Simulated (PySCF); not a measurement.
1-methylpyrrole (C₅H₇N), SMILES Cn1cccc1.

Geometry: PBE0-D3(BJ)/def2-SVP.

Computed with PBE0-D3(BJ)/def2-SVP run with PySCF 2.14.0.

Harmonic, unscaled wavenumbers; measured fundamentals usually lie a few per cent lower.

Q: Give all harmonic wavenumbers and intensities. (The exact figures need the calculation; the answer reports its results.)

A: 
| mode | ν (cm⁻¹) | IR (km/mol) | moving atoms (share of kinetic energy) |
|---|---|---|---|
| 1 | 75 | 0.0 | H 96 % |
| 2 | 203 | 3.3 | C 42 %, N 34 %, H 25 % |
| 3 | 367 | 0.7 | C 51 %, H 35 %, N 14 % |
| 4 | 632 | 0.0 | C 71 %, H 29 % |
| 5 | 633 | 11.5 | C 41 %, N 33 %, H 25 % |
| 6 | 691 | 5.5 | C 74 %, H 18 % |
| 7 | 699 | 0.0 | H 73 %, C 27 % |
| 8 | 735 | 95.2 | H 83 %, C 14 % |
| 9 | 844 | 0.4 | H 74 %, C 25 % |
| 10 | 885 | 0.0 | C 86 %, H 10 % |
| 11 | 899 | 0.0 | H 74 %, C 26 % |
| 12 | 990 | 9.1 | H 60 %, C 39 % |
| 13 | 1063 | 9.7 | H 71 %, C 27 % |
| 14 | 1093 | 3.9 | H 53 %, C 46 % |
| 15 | 1098 | 10.2 | H 83 %, C 16 % |
| 16 | 1112 | 22.2 | H 56 %, C 40 % |
| 17 | 1134 | 4.1 | H 74 %, C 19 % |
| 18 | 1282 | 0.1 | H 76 %, C 20 % |
| 19 | 1357 | 33.1 | C 44 %, N 35 %, H 20 % |
| 20 | 1433 | 3.0 | H 41 %, N 31 %, C 28 % |
| 21 | 1438 | 17.3 | H 74 %, C 24 % |
| 22 | 1460 | 11.5 | H 86 %, C 14 % |
| 23 | 1472 | 1.1 | C 74 %, H 24 % |
| 24 | 1502 | 6.0 | H 66 %, N 23 %, C 11 % |
| 25 | 1576 | 54.6 | C 50 %, N 31 %, H 19 % |
| 26 | 1590 | 0.7 | C 85 %, H 15 % |
| 27 | 3053 | 52.8 | H 97 % |
| 28 | 3145 | 12.1 | H 91 %, C 9 % |
| 29 | 3179 | 5.7 | H 90 %, C 10 % |
| 30 | 3259 | 1.5 | H 92 % |
| 31 | 3268 | 0.9 | H 91 %, C 9 % |
| 32 | 3279 | 1.5 | H 91 %, C 9 % |
| 33 | 3288 | 0.4 | H 90 %, C 10 % |
